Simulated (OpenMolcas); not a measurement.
## Co6+, Rh6+, Ir6+: d3 down the group

- Program: OpenMolcas 26.06
- Method: MS-CASPT2, IPEA 0.25 Eh, imaginary shift 0.1 Eh
- Basis: ANO-R3
- Scalar Hamiltonian: X2C, finite nucleus
- Spin-orbit coupling: RASSI with atomic mean-field integrals over the reference wave functions, term energies averaged over their components

Active space for each ion: 3 electrons in 5 orbitals (d); closed shells correlated by CASPT2: Co6+ 3s 3p; Rh6+ 4s 4p; Ir6+ 5s 5p.

Computed levels in cm-1 above 4F 3/2:

```json
{"Level": "4F 5/2", "Co6+": "716", "Rh6+": "1815", "Ir6+": "8000"}
{"Level": "4F 7/2", "Co6+": "1671", "Rh6+": "3960", "Ir6+": "13940"}
{"Level": "4F 9/2", "Co6+": "2820", "Rh6+": "6220", "Ir6+": "17450"}
{"Level": "4P 1/2", "Co6+": "21660", "Rh6+": "15170", "Ir6+": "19670"}
{"Level": "4P 5/2", "Co6+": "22790", "Rh6+": "17920", "Ir6+": "29230"}
{"Level": "2G 7/2", "Co6+": "23310", "Rh6+": "17630", "Ir6+": "27040"}
{"Level": "2G 9/2", "Co6+": "24260", "Rh6+": "18820", "Ir6+": "43920"}
{"Level": "2P 3/2", "Co6+": "29860", "Rh6+": "27910", "Ir6+": "47710"}
{"Level": "2P 1/2", "Co6+": "30280", "Rh6+": "22740", "Ir6+": "34300"}
{"Level": "weight of 4F in the lowest level (%)", "Co6+": "100", "Rh6+": "97", "Ir6+": "79"}
```

Mixed levels, with the weight of the term that names them: Co6+ 2P 3/2 (54 %), Rh6+ 2G 9/2 (68 %), Rh6+ 2P 3/2 (54 %), Ir6+ 4F 9/2 (51 %), Ir6+ 4P 1/2 (67 %), Ir6+ 2G 9/2 (58 %), Ir6+ 2P 3/2 (56 %), Ir6+ 2P 1/2 (67 %).

Measured, with the error of the calculation in %. Measured levels: Co6+ from Sugar and Corliss, J. Phys. Chem. Ref. Data 10, 1097 (1981).

```csv
Level,Co6+
4F 5/2,698 (+2.6)
4F 7/2,1610 (+3.8)
4F 9/2,2723 (+3.7)
4P 1/2,21096 (+2.7)
4P 5/2,22187 (+2.7)
```

The fine-structure level 4F 9/2 changes by a factor of 6.19 from Co6+ to Ir6+.

Without spin-orbit coupling 4P lies 20750, 13200, 12590 cm-1 above 4F in that order; the difference to the level 4P 1/2, of either sign, comes from spin-orbit coupling, which also lowers the zero.

Term energies are means over components that CASPT2 splits; among the terms shown or strongly mixed into the levels shown the widest spread is 980 cm-1 (3d3 4F, Co6+). Measured partners are found by configuration, term and J. A level has none where our copy of the source lacks it or the pairing is in doubt (some pairs that miss far off the trend of their configuration count as doubtful), and it then counts in no deviation. Levels of configurations outside the active space are missing.
